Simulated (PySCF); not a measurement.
CH5MgN. Atoms are numbered in the order given.

```xyz
8

Mg     0.0061    -0.0471     0.0295
C     -0.2423     1.7014    -1.0903
H     -0.9217     2.4094    -0.5906
H     -0.6618     1.4910    -2.0862
H      0.7157     2.2228    -1.2426
N      0.2338    -1.6391     1.0510
H      1.1066    -2.1385     1.2094
H     -0.4947    -2.1543     1.5412
```
Charge 0, spin multiplicity 1.

Geometry optimised at PBE-D3(BJ)/def2-TZVP. One conformer was computed; it need not be the lowest.

All values below come from KT2/pcSseg-2 (PySCF).

GIAO shieldings, no solvent; atoms alike by connectivity are averaged. δ = σ(ref) − σ: ¹³C against TMS (σ = 184.2 ppm); ¹H against TMS (σ = 31.47 ppm); ¹⁵N against NH3 (σ = 261.9 ppm), references at their B3LYP-D3(BJ)/def2-TZVP geometries, non-relativistic.

```
nucleus       atoms  count  δ (ppm)
-------  ----------  -----  -------
¹³C              C2      1    -23.3
¹H           H7, H8      2    -0.24
¹H       H3, H4, H5      3    -0.67
¹⁵N              N6      1     -2.4
```
